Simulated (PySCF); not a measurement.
# Chromium: a sound run and one with changed settings

Sound run: Cr⁺ [Ar] 3d5, Cr²⁺ [Ar] 3d4. Computed with PySCF 2.14 in jorge-DZP-DKH (8s6p2d1f, 43 functions), with scalar relativity by spin-free X2C-1e. In the sound run the correlated levels freeze [Ar]. The sound run starts from symmetry-adapted Hartree-Fock orbitals and uses a fine grid where one is needed.

Changed run: the non-relativistic Hamiltonian (point nucleus). This setting is unsound on purpose.

```json
{"species": "Cr⁺", "method": "UHF", "sound run (hartree)": "-1049.39206", "changed run (hartree)": "-1041.67510", "converged": "yes"}
{"species": "Cr⁺", "method": "LDA", "sound run (hartree)": "-1048.16318", "changed run (hartree)": "-1040.48192", "converged": "yes"}
{"species": "Cr⁺", "method": "M06-2X", "sound run (hartree)": "-1050.46494", "changed run (hartree)": "-1042.70943", "converged": "yes"}
{"species": "Cr⁺", "method": "MP2", "sound run (hartree)": "-1049.43971", "changed run (hartree)": "-1041.72214", "converged": "yes"}
{"species": "Cr²⁺", "method": "UHF", "sound run (hartree)": "-1048.83855", "changed run (hartree)": "-1041.11712", "converged": "yes"}
{"species": "Cr²⁺", "method": "LDA", "sound run (hartree)": "-1047.51876", "changed run (hartree)": "-1039.83380", "converged": "yes"}
{"species": "Cr²⁺", "method": "M06-2X", "sound run (hartree)": "-1049.86480", "changed run (hartree)": "-1042.10554", "converged": "yes"}
{"species": "Cr²⁺", "method": "MP2", "sound run (hartree)": "-1048.85933", "changed run (hartree)": "-1041.13766", "converged": "yes"}
```

Ionisation energy of Cr⁺:

```json
{"method": "UHF", "sound run (eV)": "15.062", "changed run (eV)": "15.183"}
{"method": "LDA", "sound run (eV)": "17.536", "changed run (eV)": "17.636"}
{"method": "M06-2X", "sound run (eV)": "16.330", "changed run (eV)": "16.433"}
{"method": "MP2", "sound run (eV)": "15.793", "changed run (eV)": "15.905"}
{"method": "SCS-MP2", "sound run (eV)": "15.305", "changed run (eV)": "15.424"}
```

Most of the change in total energy is the relativistic energy itself. On top of that the contraction fixes the core shape for the Hamiltonian it was made with, so the changed run is not a good calculation with the other Hamiltonian either.

For comparison, NIST gives 16.486 eV between the lowest levels.
